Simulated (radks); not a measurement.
Results of a calculation; reference values are marked as such.
Task: The table gives one normalised radial function P(r) = r R(r) (large component) of Tl3+ in [Xe] 4f14 5d9.5 5f0.5 (r in bohr). Level of theory: Dirac Kohn-Sham, LDA (Slater exchange, Perdew-Wang correlation), spin-unpolarised, spherical densities, point nucleus; open shells are shared between the two j in proportion to 2j + 1 (a radial shooting solver on a logarithmic mesh with Libxc functionals).

r	P
0.0006214	0.0071
0.000849	0.0096
0.001169	0.0132
0.001597	0.0182
0.0022	0.0257
0.003005	0.0366
0.004138	0.0530
0.005653	0.0767
0.007785	0.1115
0.01064	0.1581
0.01465	0.2183
0.02001	0.2808
0.02756	0.3250
0.03765	0.3061
0.05184	0.1702
0.07083	-0.0897
0.09754	-0.3800
0.1333	-0.4405
0.1835	-0.0695
0.2507	0.4986
0.3452	0.6257
0.4717	-0.0306
0.6495	-0.9293
0.8874	-1.2155
1.222	-0.8291
1.669	-0.3362
2.299	-0.0737
3.141	-0.0081
4.325	-0.0003
5.909	0.0000
8.138	0.0000
11.12	0.0000

Which n and l does it have? It may be an empty orbital.

Result: n = 5, l = 1: the number of nodes gives n - l - 1 = 3, the rise at small r points to l (for j = l - 1/2 the large component starts as r^gamma with gamma = sqrt(l^2 - (Z/c)^2) = 0.81 and the r^(l+1) term takes over further out; the orbital of l - 1 with the same j starts with the same power, but with a larger coefficient, and does not steepen), and the extent must fit the shell. The curve is that of 5p1/2; the two j differ most near the nucleus, where j = l - 1/2 has the larger amplitude, and in heavy atoms j = l - 1/2 is also the more compact. 5p1/2: eigenvalue -124.86 eV, 3 radial nodes at r = 0.0644, 0.191, 0.467 bohr, <r> = 0.938 bohr, 90 % of the charge inside 1.35 bohr.
